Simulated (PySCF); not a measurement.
Correlation energy of As⁺ (arsenic, charge +1)

[Ar] 3d10 4s2 4p2, high-spin 3P determinant. Computed with PySCF 2.14 in x2c-TZVPPall with one added diffuse shell each of s, p, d type (7s6p5d1f, 57 functions), with scalar relativity by spin-free X2C-1e. Frozen: [Ar] 3d10; 4 electrons correlated.

```
  level  correlation energy (mhartree)
   CCSD                         -67.91
    (T)                          -1.59
CCSD(T)                         -69.50
  CCSDT                         -69.91
```

Diagnostics: T1 = 0.0072, D1 = 0.0192, largest double amplitude 0.090.

Cost of the coupled-cluster step: roughly 1.2 core-seconds, for 4 correlated electrons.
